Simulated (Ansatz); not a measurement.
Reaction (formal exchange of groups at the Si–C bond): `[SiH3]C[SiH2][TeH]` + `B1C[SiH2][SiH2]1` → `[SiH3]C1B[SiH2][SiH2]1` + `C[SiH2][TeH]`

Isolated molecules relaxed with PBE0-D4/def2-TZVP in Ansatz; ΔE leaves out vibrations. CCSD(T)/CBS adds triple-zeta CCSD(T) − MP2 to the extrapolated MP2 energy (def2 sets, frozen cores). DFT in def2-TZVPP. B3LYP here is the variant with VWN-RPA as its local correlation; programs differ in this. def2 core potentials past Kr. For Te outer-core shells are correlated without core-valence functions, which leaves a few kJ/mol of doubt a bond. One conformer a species, not always the lowest.

`[SiH3]C[SiH2][TeH]`:

Cartesian coordinates in Å:
```
Si -0.606 -1.069 1.216
C 0.718 -0.650 -0.048
Si 0.755 1.144 -0.565
Te -1.500 2.018 -1.193
H -1.922 -1.256 0.556
H -0.248 -2.328 1.924
H -0.720 0.018 2.224
H 1.703 -0.893 0.368
H 0.579 -1.280 -0.932
H 1.152 2.003 0.580
H 1.710 1.354 -1.685
H -1.621 0.939 -2.446
```

`B1C[SiH2][SiH2]1`:

```xyz
11

B     0.901   -0.728   -0.217
C    -0.492   -1.169   -0.692
Si   -0.936    0.226    0.585
Si    1.173    1.194   -0.051
H     1.416   -1.345    0.679
H    -0.830   -2.181   -0.482
H    -0.899   -0.785   -1.628
H    -2.005    1.066   -0.005
H    -1.262   -0.212    1.960
H     0.809    2.192   -1.090
H     2.126    1.741    0.942
```

`[SiH3]C1B[SiH2][SiH2]1`:

```xyz
14

Si    0.822   -0.754    1.643
C    -0.705   -0.549    0.593
B    -0.678   -0.870   -0.919
Si    0.503    0.283   -1.977
Si   -0.685    1.241   -0.124
H     1.999   -0.197    0.922
H     1.079   -2.191    1.928
H     0.679   -0.034    2.938
H    -1.609   -0.850    1.126
H    -1.693   -1.191   -1.476
H     1.932    0.554   -1.686
H     0.150    0.597   -3.381
H     0.227    2.099    0.675
H    -2.022    1.862   -0.264
```

`C[SiH2][TeH]`:

Cartesian coordinates in Å:
```
C 0.290 0.203 -1.193
Si 0.207 0.442 0.657
Te -1.736 -0.740 1.693
H 1.135 0.759 -1.609
H -0.628 0.554 -1.668
H 0.420 -0.853 -1.439
H -0.023 1.868 1.009
H 1.469 -0.013 1.296
H -1.133 -2.221 1.254
```

Question: Is it downhill or uphill in electronic energy at CCSD(T)/CBS, and by how much? (Estimate.)

Answer: Computed: Downhill: ΔE = -13.5 kJ/mol.

Question: What do these levels give: PBE0-D4, B3LYP-D4, ωB97M-V, r2SCAN, SCS-MP2/def2-TZVPP, CCSD/def2-TZVPP? (An estimate is asked.)

Answer: Computed: PBE0-D4 -12.5, B3LYP-D4 -13.1, ωB97M-V -12.8, r2SCAN -12.0, SCS-MP2/def2-TZVPP -14.5, CCSD/def2-TZVPP -13.7 kJ/mol.

Largest T1 diagnostic among the species: 0.015.
